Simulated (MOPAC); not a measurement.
A run for MOPAC: AM1 on H2SSe2 (SMILES S[Se][SeH]), a point of a torsion scan.

```
AM1 1SCF PRECISE CHARGE=0 THREADS=1
H2SSe2

S      1.76466065 1    -0.31190361 1    -0.16283250 1
Se     0.09876253 1    -1.40017242 1    -1.10352204 1
Se    -0.37803013 1    -0.20764038 1    -3.01592826 1
H      1.13250916 1     0.85109644 1     0.00969184 1
H      0.55772411 1    -0.86839930 1    -3.91377927 1
```

The log:

```
*******************************************************************************
 **                                                                           **
 **                              MOPAC v23.2.5                                **
 **                                                                           **
 *******************************************************************************
 ** MOPAC's Digital Object Identifier: https://doi.org/10.5281/zenodo.6511958 **
 **                                                                           **
 ** Please cite the open-source release paper for use of this MOPAC version:  **
 ** J. E. Moussa and J. J. P. Stewart (2026)                                  **
 ** MOPAC: An open-source semiempirical molecular orbital program             **
 ** J. Open Source Softw., 11(119), 8025, https://doi.org/10.21105/joss.08025 **
 *******************************************************************************

                              AM1 CALCULATION RESULTS

 *******************************************************************************
 *  AM1        - The AM1 Hamiltonian to be used
 *
 *
 *
 *                 CHARGE ON SYSTEM = 0
 *
 *
 *
 *  PRECISE    - TIGHTER CRITERIA TO BE USED
 *  1SCF       - DO 1 SCF AND THEN STOP
 *  THREADS=1  - MULTI-THREADING NOT USED
 *  T=         - A TIME OF 172800.0 SECONDS REQUESTED
 *  DUMP=N     - RESTART FILE WRITTEN EVERY 7200.0 SECONDS REQUESTED
 *******************************************************************************
AM1 1SCF PRECISE CHARGE=0 THREADS=1
 H2SSe2

   ATOM   CHEMICAL          X               Y               Z
  NUMBER   SYMBOL      (ANGSTROMS)     (ANGSTROMS)     (ANGSTROMS)

     1       S          1.76466065  *  -0.31190361  *  -0.16283250  *
     2      Se          0.09876253  *  -1.40017242  *  -1.10352204  *
     3      Se         -0.37803013  *  -0.20764038  *  -3.01592826  *
     4       H          1.13250916  *   0.85109644  *   0.00969184  *
     5       H          0.55772411  *  -0.86839930  *  -3.91377927  *



          CARTESIAN COORDINATES

    NO.       ATOM           X           Y           Z

     1         S          1.7647     -0.3119     -0.1628
     2        Se          0.0988     -1.4002     -1.1035
     3        Se         -0.3780     -0.2076     -3.0159
     4         H          1.1325      0.8511      0.0097
     5         H          0.5577     -0.8684     -3.9138

  H: (AM1): M.J.S. DEWAR ET AL, J. AM. CHEM. SOC. 107 3902-3909 (1985)
  S: (AM1): M.J.S. DEWAR, Y-C YUAN, INORGANIC CHEMISTRY, 29, 3881:3890,  (1990)
 Se: (AM1): J. J. P. STEWART, J. MOL. MOD., 10, 155-164 (2004)

           Empirical Formula: H2 S Se2  =     5 atoms



      MOLECULAR POINT GROUP   :   C1


      RHF CALCULATION, NO. OF DOUBLY OCCUPIED LEVELS = 10


 -------------------------------------------------------------------------------
 AM1 1SCF PRECISE CHARGE=0 THREADS=1
 H2SSe2



     1SCF WAS SPECIFIED, SO BFGS WAS NOT USED
     SCF FIELD WAS ACHIEVED


                              AM1 CALCULATION
                                                       MOPAC v23.2.5 Linux




          FINAL HEAT OF FORMATION =         16.50425 KCAL/MOL =      69.05376 KJ/MOL


          COSMO AREA              =        121.63 SQUARE ANGSTROMS
          COSMO VOLUME            =        111.68 CUBIC ANGSTROMS

          IONIZATION POTENTIAL    =          8.402375 EV
          HOMO LUMO ENERGIES (EV) =         -8.402 -2.679
          NO. OF FILLED LEVELS    =         10
          MOLECULAR WEIGHT        =        191.9958         POINT GROUP:  C1

          MOLECULAR DIMENSIONS (Angstroms)

            Atom       Atom       Distance
            H     5    H     4     4.32211
           Se     3    S     1     2.17115
           Se     2    H     4     1.76473


          SCF CALCULATIONS        =          1





   ATOM   CHEMICAL          X               Y               Z
  NUMBER   SYMBOL      (ANGSTROMS)     (ANGSTROMS)     (ANGSTROMS)

     1       S          1.76466065  *  -0.31190361  *  -0.16283250  *
     2      Se          0.09876253  *  -1.40017242  *  -1.10352204  *
     3      Se         -0.37803013  *  -0.20764038  *  -3.01592826  *
     4       H          1.13250916  *   0.85109644  *   0.00969184  *
     5       H          0.55772411  *  -0.86839930  *  -3.91377927  *

                             CARTESIAN COORDINATES

   1    S        1.764660650    -0.311903610    -0.162832500
   2   Se        0.098762530    -1.400172420    -1.103522040
   3   Se       -0.378030130    -0.207640380    -3.015928260
   4    H        1.132509160     0.851096440     0.009691840
   5    H        0.557724110    -0.868399300    -3.913779270


           Empirical Formula: H2 S Se2  =     5 atoms



      MOLECULAR POINT GROUP   :   C1


                  EIGENVALUES
 -21.26769 -19.86124 -18.24541 -14.33930 -12.82509 -12.14150 -11.57499  -9.57220
  -8.51201  -8.40238  -2.67899  -1.92936   0.08624   1.22696


              NET ATOMIC CHARGES AND DIPOLE CONTRIBUTIONS

  ATOM NO.   TYPE          CHARGE      No. of ELECS.   s-Pop       p-Pop
    1          S          -0.201811        6.2018     1.92487     4.27694
    2         Se           0.150589        5.8494     1.98275     3.86667
    3         Se          -0.000792        6.0008     1.97321     4.02758
    4          H           0.063924        0.9361     0.93608
    5          H          -0.011910        1.0119     1.01191
 DIPOLE           X         Y         Z       TOTAL
 POINT-CHG.    -1.322    -0.399    -0.402     1.438
 HYBRID         0.068     0.589    -0.367     0.697
 SUM           -1.254     0.190    -0.769     1.483


          ATOMIC ORBITAL ELECTRON POPULATIONS

     Atom    s        px        py        pz
    1  S   1.92487   1.29632   1.22173   1.75888
    2 Se   1.98275   1.37045   1.32033   1.17588
    3 Se   1.97321   1.44269   1.48627   1.09862
    4  H   0.93608
    5  H   1.01191

 **********************
 *                    *
 * JOB ENDED NORMALLY *
 *                    *
 **********************




 == MOPAC DONE ==
```

The run finished.

Cost: very roughly 0.03 core-seconds.
